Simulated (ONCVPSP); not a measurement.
**Cutoff test, Ru (Z = 44), ONCV**

| Quantity | Value |
| --- | --- |
| Element | ruthenium (Ru) |
| Generator | ONCVPSP 4.0.1 |
| Type | optimised norm-conserving Vanderbilt (ONCV) |
| Functional | PBE |
| Relativity | scalar-relativistic |
| Frozen core | [Ar] 3d10 |
| Valence charge | 16 |
| Reference configuration | 4s2 4p6 4d7 5s1 |
| Partial waves | 4s+5s: rc 2.00 bohr, ncon 4, nbas 7, qcut 7.7 1/bohr, 2 projectors; 4p: rc 1.10 bohr, ncon 4, nbas 9, qcut 7.1 1/bohr, 1 projector; 4d: rc 2.10 bohr, ncon 4, nbas 8, qcut 8.7 1/bohr, 2 projectors, debl 0.7 Ha |
| Local potential | polynomial inside 1.00 bohr (lpopt 1, dvloc0 0 Ha) |
| Core correction | none |

For each optimised wave give the share of its norm inside rc, the residual kinetic energy above qcut (Ha) and the cutoffs (Ha) for errors of 10, 1, 0.1 and 0.01 mHa per electron.

```
         wave  norm inside rc  residual KE  10 mHa  1 mHa  0.1 mHa  0.01 mHa
           4s           0.988      3.0e-08     6.1   15.5     19.6      22.9
           5s           0.111      3.6e-08     4.5   14.3     19.4      23.2
           4p           0.520      5.8e-03    21.8   98.0    216.6     266.2
           4d           0.756      4.5e-09    16.9   21.9     25.9      29.4
d projector 2           0.132      2.9e-09    15.1   20.6     25.1      29.0
```

The occupied waves need 98 Ha and 217 Ha for 1 and 0.1 mHa.
